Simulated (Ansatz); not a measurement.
A run of Ansatz (development build ahead of 0.2.0) on singlet ZnCl₂ at this shape:

```xyz
3

Cl    0.0000    0.0000   -2.0970
Zn    0.0000    0.0000    0.0000
Cl    0.0000    0.0000    2.0970
```

Its results:

```
Converged                       : yes
Reference energy                : -2696.95279 hartree
Correlation energy              : -1.02678 hartree
Total energy                    : -2697.97957 hartree
Spin squared of the determinant : 0.000
```

Which input gives this output? Name the method, the orbitals and the basis set, and write the input.

RHF-MP2 in def2-TZVP. An unrestricted run that stays on the closed shell gives the same numbers.

```yaml
crystal:
  periodic: [false, false, false]
  atoms:
    - { symbol: Cl, position_ang: [0.0, 0.0, -2.09705] }
    - { symbol: Zn, position_ang: [0.0, 0.0, 0.0] }
    - { symbol: Cl, position_ang: [0.0, 0.0, 2.09705] }
basis:
  gaussian: { orbitals: def2-TZVP }
hamiltonian:
  xc: hf
correlation:
  method: mp2
  frozen_orbitals: { Cl: 5, Zn: 5 }
```
